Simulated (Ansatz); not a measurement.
Calculated with Ansatz (gas phase, PBE0-D4/def2-TZVP geometries, no zero-point term in ΔE). CCSD(T)/CBS is the MP2 limit (def2-TZVPP, def2-QZVPP) plus CCSD(T) − MP2 in def2-TZVPP, frozen cores. This one scheme is used for every species. For Ge outer-core shells are correlated without core-valence functions, which leaves a few kJ/mol of doubt a bond. Scalar relativity is left out up to krypton. Each species was taken in one conformer, which may not be the lowest.

Reaction (ligand exchange at the Si–S bond): `O[SiH](F)[S][GeH3]` + H₂S → `O[SiH](F)S` + `[SH][GeH3]`

```csv
species,CCSD(T)/CBS(def2) energy (Eh)
`O[SiH](F)[S][GeH3]`,-2941.10924
H₂S,-398.97279
`O[SiH](F)S`,-863.77796
`[SH][GeH3]`,-2476.30083
```

Question: Work out ΔE.

Answer: ΔE = (-863.77796) + (-2476.30083) − (-2941.10924) − (-398.97279) = 0.00324 Eh = +8.5 kJ/mol.

Largest T1 diagnostic among the species: 0.012.

From BLYP to BHLYP (50 % exact exchange), in def2-TZVPP and without D4, ΔE moves by +4.0 kJ/mol. In def2-TZVPP, CCSD(T) changes the Hartree–Fock value by +6.2 kJ/mol (the triples alone add +1.1 kJ/mol) and MP2 by +7.9 kJ/mol.
